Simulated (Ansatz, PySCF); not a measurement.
Cl2Te, singlet, at a GFN2-xTB geometry (core potentials on Te), atoms displaced at random by about 0.08 Å a coordinate. Base run: B3LYP/def2-SVP, gradient (PySCF).

Input for PySCF:
```python
from pyscf import gto, scf, dft

mol = gto.M(
    atom='''
Te    0.163156   -0.120263    0.559569
Cl    1.086101    1.305065   -1.005010
Cl   -1.133490   -1.293963   -0.904458
''',
    basis='def2-svp',
    ecp={'Te': 'def2-svp'},
    charge=0,
    spin=0,
    verbose=3,
)

mf = dft.RKS(mol)
mf.xc = 'b3lyp'
mf.kernel()
g = mf.nuc_grad_method()
grad = g.kernel()
```

Programs used: Ansatz (a program for electronic structure), PySCF; a row that names a program was run with it.

The coordinate followed is x of atom 3.

Variants of this job, named by their change:

| change | dE/dx (Eh/bohr) | net force (Eh/bohr) |
|---|---|---|
| base | 0.021662 | 0.000092 |
| density fitting = on; auxbasis_response = off | 0.021652 | 0.000094 |
| finite difference step (bohr) = 0.05; conv_tol = 1e-11 | 0.021659 | - |
| finite difference step (bohr) = 1e-4; conv_tol = 1e-11 | 0.021647 | - |
| conv_tol = 1e-6 | 0.021659 | 0.000092 |
| density fitting = on | 0.021665 | 0.000092 |
| conv_tol = 1e-4 | 0.021576 | 0.000092 |
| grids.level = 1; grid_response = on | 0.021672 | 0.000000 |
| finite difference step (bohr) = 0.2; conv_tol = 1e-11 | 0.021830 | - |
| grids.level = 5; grid_response = on | 0.021651 | 0.000000 |
| code = ansatz | 0.021645 | 0.000000 |
| finite difference step (bohr) = 0.01; conv_tol = 1e-11 | 0.021648 | - |

The net force is zero for an exact gradient.
